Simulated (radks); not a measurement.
Results of a calculation; reference values are marked as such.
Question: The mean radii <r> (bohr) of the occupied orbitals of an atom or ion are listed with their occupations. Code: a radial shooting solver on a logarithmic mesh with Libxc functionals. Model: non-relativistic Kohn-Sham, BLYP, spin-polarised, spherical densities, point nucleus.

orbital  occ.      <r>
1s up       1  0.02664
1s down     1  0.02663
2s up       1   0.1125
2s down     1   0.1124
2p up       3  0.09548
2p down     3  0.09547
3s up       1   0.2680
3s down     1   0.2683
3p up       2   0.2543

Name the element and its charge. Open shells, if any, are filled with parallel spins first.

Answer: Z = 57, lanthanum, charge +43: La43+ in [Ne] 3s2 3p2. The 1s radius gives Z: for a bare nucleus <r> = 1.5/Z, 0.02632 bohr for Z = 57, and screening makes it slightly larger (0.02664 here). The occupations add up to 14, and the charge is Z minus that.
